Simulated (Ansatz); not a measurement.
System: LuF$_{3}$, charge -1, multiplicity 2. The spin state was set by rule; other spins were not relaxed. SMILES of the parent species: [F][Lu]([F])[F]
Coordinates optimised at B3LYP-D3(BJ)/def2-TZVP (Ansatz, a program for electronic structure):
```xyz
4

Lu    -0.0357     0.0649     0.1533
F     -1.5279    -1.1872    -0.3504
F      0.0949     1.5923    -1.1498
F      1.7147    -0.9175     0.2908
```
Charge -1, spin multiplicity 2.

Parts of the frozen-core correlation energy in def2-SVP (Ansatz, hartree). Frozen orbitals: 23; correlated occupied orbitals by spin: 13 and 12; virtual: 87 and 88. Open shells are spin-unrestricted. No spin-orbit coupling. In def2 rows, elements after Kr have scalar-relativistic effective core potentials.

```tsv
term	value
reference (HF)	-1530.78609
MP2 opposite-spin	-0.45025
MP2 same-spin	-0.17671
CCSD correlation	-0.62860
(T)	-0.00924
T1 diagnostic	0.017
largest doubles amplitude	0.012
<S^2> of the reference	0.751
```
